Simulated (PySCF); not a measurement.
PySCF input for CCl3, SMILES Cl[C](Cl)Cl, multiplicity 2, PBE/pcH-1. The structure is a stationary point at B3LYP-D3(BJ)/def2-SVP. The isomer is the one that the SMILES or the coordinates give; other isomers of the formula were not compared.

```python
import numpy as np
from pyscf import gto, scf, dft
from pyscf.prop.hfc import uks as hfc
from pyscf.prop.gtensor import uks as gtensor

mol = gto.M(
    atom='''
    Cl   -1.47162034   -0.84964040   -0.03244749
    C     0.00000000    0.00000000    0.27580368
    Cl    1.47162034   -0.84964040   -0.03244749
    Cl    0.00000000    1.69928080   -0.03244749
    ''',
    basis='pcH-1',
    charge=0,
    spin=1,
    max_memory=1600,
    verbose=3,
)
mf = dft.UKS(mol, xc='pbe')
mf.grids.level = 3
mf.conv_tol = 1e-10
mf.max_cycle = 100
mf.kernel()
fine, coarse = mf.grids, dft.Grids(mol).set(level=1).build(with_non0tab=True)
for _ in range(3):  # follow internal instabilities
    mf.grids = coarse
    mo, _, stable, _ = mf.stability(return_status=True, nroots=4)
    mf.grids = fine
    if stable:
        break
    mf.kernel(mf.make_rdm1(mo, mf.mo_occ))
A = hfc.HFC(mf).make_fcdip(mf.make_rdm1())  # Fermi contact and dipolar terms, MHz
print('atom   A(iso)/MHz   principal dipolar parts/MHz')
for i, a in enumerate(A):
    w = np.linalg.eigvalsh((a + a.T) / 2)
    print(f'{mol.atom_symbol(i):2s}{i + 1:3d} {w.mean():12.2f}', (w - w.mean()).round(2))
gt = gtensor.GTensor(mf)
gt.dia_soc2e, gt.para_soc2e, gt.so_eff_charge = None, None, True
gt.max_cycle_cphf = 60
g = gt.kernel()
```

Output:

```

WARN: HOMO -0.165325078175583 >= LUMO -0.165325078175584

converged SCF energy = -1418.00229476824  <S^2> = 0.75225823  2S+1 = 2.002257
<class 'pyscf.dft.uks.UKS'> wavefunction is stable in the internal stability analysis
atom   A(iso)/MHz   principal dipolar parts/MHz
Cl  1        14.37 [-26.51 -19.82  46.32]
C   2       363.65 [-67.51 -67.51 135.03]
Cl  3        14.37 [-26.51 -19.82  46.32]
Cl  4        14.37 [-26.51 -19.82  46.32]
SOC(1e)/OZ [ 0.01372517  0.01372519 -0.0016504 ]
free electron g 2.00231930436182
g-tensor total [2.01588121 2.01588123 2.00048094]
g-shift (ppt) [13.56190701 13.56192513 -1.83836672]
```

The calculation finished and met its thresholds.
